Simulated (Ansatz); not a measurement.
Gas-phase electronic energies from Ansatz, PBE0-D4/def2-TZVP geometries. CBS: MP2 limit from def2 TZ/QZ plus the TZ coupled-cluster correction, frozen cores. DFT in def2-TZVPP. B3LYP here is the variant with VWN-RPA as its local correlation; programs differ in this. For Se outer-core shells are correlated without core-valence functions, which leaves a few kJ/mol of doubt a bond. Scalar relativity is left out up to krypton. Each species was taken in one conformer, which may not be the lowest.

`CC[SiH2][SeH]` + `[CH3][AlH][CH]=N` → `[CH3][AlH][C](=N)[SeH]` + `CC[SiH3]`  (formal exchange of groups at the Se–Si bond)

```json
{"level": "PBE-D4", "ΔE (kJ/mol)": "54.9", "difference from CCSD(T)/CBS": "-16.1"}
{"level": "r2SCAN-D4", "ΔE (kJ/mol)": "57.8", "difference from CCSD(T)/CBS": "-13.2"}
{"level": "PBE0-D4", "ΔE (kJ/mol)": "66.9", "difference from CCSD(T)/CBS": "-4.1"}
{"level": "B3LYP-D4", "ΔE (kJ/mol)": "61.1", "difference from CCSD(T)/CBS": "-9.9"}
{"level": "ωB97X-V", "ΔE (kJ/mol)": "71.6", "difference from CCSD(T)/CBS": "0.6"}
{"level": "ωB97M-V", "ΔE (kJ/mol)": "72.8", "difference from CCSD(T)/CBS": "1.8"}
{"level": "B2PLYP", "ΔE (kJ/mol)": "63.9", "difference from CCSD(T)/CBS": "-7.1"}
{"level": "PBE", "ΔE (kJ/mol)": "55.8", "difference from CCSD(T)/CBS": "-15.2"}
{"level": "r2SCAN", "ΔE (kJ/mol)": "57.8", "difference from CCSD(T)/CBS": "-13.2"}
{"level": "PBE0", "ΔE (kJ/mol)": "67.6", "difference from CCSD(T)/CBS": "-3.4"}
{"level": "B3LYP", "ΔE (kJ/mol)": "62.7", "difference from CCSD(T)/CBS": "-8.3"}
{"level": "HF/def2-TZVPP", "ΔE (kJ/mol)": "84.6", "difference from CCSD(T)/CBS": "13.6"}
{"level": "MP2/def2-TZVPP", "ΔE (kJ/mol)": "65.9", "difference from CCSD(T)/CBS": "-5.1"}
{"level": "SCS-MP2/def2-TZVPP", "ΔE (kJ/mol)": "66.8", "difference from CCSD(T)/CBS": "-4.2"}
{"level": "CCSD/def2-TZVPP", "ΔE (kJ/mol)": "71.6", "difference from CCSD(T)/CBS": "0.6"}
{"level": "CCSD(T)/def2-TZVPP", "ΔE (kJ/mol)": "66.4", "difference from CCSD(T)/CBS": "-4.6"}
{"level": "HF/def2-QZVPP", "ΔE (kJ/mol)": "84.4", "difference from CCSD(T)/CBS": "13.4"}
{"level": "MP2/def2-QZVPP", "ΔE (kJ/mol)": "68.5", "difference from CCSD(T)/CBS": "-2.5"}
{"level": "SCS-MP2/def2-QZVPP", "ΔE (kJ/mol)": "69.4", "difference from CCSD(T)/CBS": "-1.6"}
{"level": "HF/CBS(def2)", "ΔE (kJ/mol)": "84.4", "difference from CCSD(T)/CBS": "13.4"}
{"level": "MP2/CBS(def2)", "ΔE (kJ/mol)": "70.5", "difference from CCSD(T)/CBS": "-0.5"}
{"level": "CCSD/CBS(def2)", "ΔE (kJ/mol)": "76.2", "difference from CCSD(T)/CBS": "5.2"}
{"level": "CCSD(T)/CBS", "ΔE (kJ/mol)": "71.0", "difference from CCSD(T)/CBS": "0"}
```

Largest T1 diagnostic among the species: 0.012.

From PBE to PBE0 (25 % exact exchange), in def2-TZVPP and without D4, ΔE moves by +11.8 kJ/mol. In def2-TZVPP, CCSD(T) changes the Hartree–Fock value by −18.2 kJ/mol (the triples alone add −5.2 kJ/mol) and MP2 by −18.7 kJ/mol.
